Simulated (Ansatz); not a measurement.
## Counterpoise correction, worked out

The pair of HF (SMILES F, atoms 1–2) and Br2 (SMILES BrBr, atoms 3–4), both closed shells, in one local arrangement (a lower one may exist), relaxed at PBE0-D4/def2-TZVP:

```
4
angstrom
F -0.1479 0.1339 -2.0100
H 0.1456 -0.0579 -1.1527
Br 0.9039 -0.5560 1.1144
Br -0.9016 0.4800 2.0483
```

Ansatz 0.2.0; basis: def2-TZVPPD; cores frozen in the correlated methods. Filled d shells of the heavier atoms are correlated. The def2 sets are not built for correlating such inner shells, so the correlated values are less sure here.

CCSD(T) total energies in eV:

| system | geometry | basis functions | energy |
| --- | --- | --- | --- |
| pair | pair | all | -142744.27317 |
| HF | as in the pair | all (partner as ghosts) | -2730.61771 |
| Br2 | as in the pair | all (partner as ghosts) | -140013.58665 |
| HF | as in the pair | its own | -2730.61197 |
| Br2 | as in the pair | its own | -140013.55142 |
| HF | free (PBE0-D4 minimum) | its own | -2730.61345 |
| Br2 | free (PBE0-D4 minimum) | its own | -140013.55142 |

Problem. Work out the interaction energy with and without the counterpoise correction, the superposition error, and the binding energy from the relaxed fragments.

Solution. Without correction: -142744.27317 − (-2730.61197) − (-140013.55142) = -0.10978 eV.
With correction (each fragment in the whole basis): -142744.27317 − (-2730.61771) − (-140013.58665) = -0.06881 eV = -1.59 kcal/mol.
The superposition error is the difference, 0.04097 eV, 37 % of the uncorrected value: each fragment borrows its partner's functions.
Deformation from the free shapes: 0.00148 eV for HF and 0.00000 eV for Br2.
Binding energy from relaxed fragments: -0.06881 + 0.00148 + 0.00000 = -0.06733 eV = -1.55 kcal/mol (electronic, without zero-point energy; negative means bound). For comparison, the corrected interaction energy by CCSD(T) at an estimated basis limit (MP2 extrapolated from triple and quadruple zeta, plus CCSD(T) − MP2 in triple zeta) is -0.087 eV; triple zeta with the correction binds less.

No T1 diagnostic of these runs exceeds 0.011.

For scale, one of the runs: CCSD(T)/def2-TZVPPD, 171 basis functions, launched by `ansatz run in.yaml --threads 4 --pin off --events-out ev --progress --plain --max-ram 9574MiB`. Time: 50 s of wall clock on 4 CPU threads of an Arm Neoverse V1; the host was shared. Peak host memory: 1.6 GiB.
